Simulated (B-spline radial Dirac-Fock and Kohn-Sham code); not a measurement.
## Photoemission from Pd²⁺ at Mg Kα (1253.6 eV), detector at θ = 45°, φ = 0°

System: the Pd²⁺ ion, [Kr] 4d8. Model: Dirac-Hartree-Slater photoionisation with a Latter tail; cross sections with all multipoles, angular parameters from the dipole term and its interference with E2. Program: a radial finite-basis atomic code. Thresholds are orbital energies of the model. For linearly polarised light dσ/dΩ = σ/(4π) [1 + β P₂(cos θ) + (δ + γ cos²θ) sin θ cos φ], with θ from the polarisation vector and φ the angle between the beam and the projection of the electron momentum on the plane normal to the polarisation. The dipole factor is 1 + βP₂ and the non-dipole term is the rest of the bracket. Open shells are filled statistically over j.

Input of the calculation (task.json; shells as n, l, electrons):

```json
{"items": [{
  "Z": 46,
  "q": 2,
  "cfg": [[1, 0, 2], [2, 0, 2], [2, 1, 6], [3, 0, 2], [3, 1, 6], [3, 2, 10], [4, 0, 2], [4, 1, 6], [4, 2, 8]],
  "A": 106,
  "rrms": 4.5318,
  "do": "xps",
  "hv": [70.3, 75.4, 78.0, 80, 105.0, 115.0, 127.0, 152.0, 196.0, 258.0, 300, 347.0, 400.0, 446.0, 487.0, 711.0, 800, 962.0, 1000, 1253.6, 1350.0, 1486.9, 1500.0, 1510.0, 2984.4, 5414.7, 7360.0, 8950.0, 9890.0]
}]}
```

Run with: `python xray2_run.py task.json out`

```csv
subshell,threshold (eV),σ (kb),β,γ,δ,dipole factor,non-dipole term,dσ/dΩ (kb/sr)
3s,682.7,49.8,1.99,0.29,0.000,1.498,+0.102,6.34
3p1/2,583.0,69.4,1.56,0.01,0.003,1.389,+0.006,7.70
3p3/2,554.4,141,1.58,-0.01,0.003,1.394,-0.001,15.6
3d3/2,375.8,146,1.22,0.19,0.050,1.306,+0.103,16.4
3d5/2,370.0,212,1.22,0.20,0.050,1.304,+0.106,23.8
4s,118.0,11.1,1.99,0.05,0.000,1.498,+0.019,1.34
4p1/2,86.45,12.2,1.68,-0.02,0.000,1.421,-0.007,1.38
4p3/2,81.70,24.1,1.70,-0.02,0.002,1.425,-0.006,2.72
4d3/2,33.23,10.4,1.31,0.26,0.043,1.328,+0.124,1.20
4d5/2,32.64,14.9,1.29,0.27,0.044,1.323,+0.127,1.72
```
